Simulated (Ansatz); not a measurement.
System: difluoro(dimethyl)germane, C₂H₆F₂Ge, charge 0, multiplicity 1. 
Geometry from a B3LYP-D3(BJ)/def2-TZVP (Ansatz, a first-principles code) optimisation:
SMILES: [CH3][Ge]([CH3])([F])[F]
```xyz
11

C      1.7168    -0.8963    -0.2090
Ge     0.0006    -0.0193    -0.0034
C     -1.6619    -1.0085    -0.1233
F      0.0121     0.8091     1.5363
F     -0.0722     1.2792    -1.1719
H      1.7847    -1.3578    -1.1936
H      2.5071    -0.1546    -0.1049
H      1.8392    -1.6616     0.5566
H     -2.4934    -0.3207     0.0220
H     -1.7489    -1.4751    -1.1039
H     -1.6945    -1.7789     0.6463
```

Basis-set convergence of Hartree-Fock and MP2 correlation energies (hartree) with Ansatz. Correlated levels leave the core frozen unless marked. No spin-orbit coupling. The frozen core is the preceding noble-gas configuration, with the filled d and f shells of earlier blocks. No relativistic terms.

| basis | functions | E(HF) | E(corr, MP2) |
|---|---|---|---|
| cc-pVDZ | 113 | -2353.55339 | -0.76011 |
| cc-pVTZ | 247 | -2353.73011 | -0.98029 |
| cc-pVQZ | 468 | -2353.75858 | -1.05891 |

Extrapolating the two largest sets (X = 3 and 4) as X^-3: E(corr) = (64·(-1.05891) - 27·(-0.98029))/37 = -1.1163 Eh, an estimate of the basis-set limit. The largest set recovers 94.9 % of it, the smallest 68.1 %.
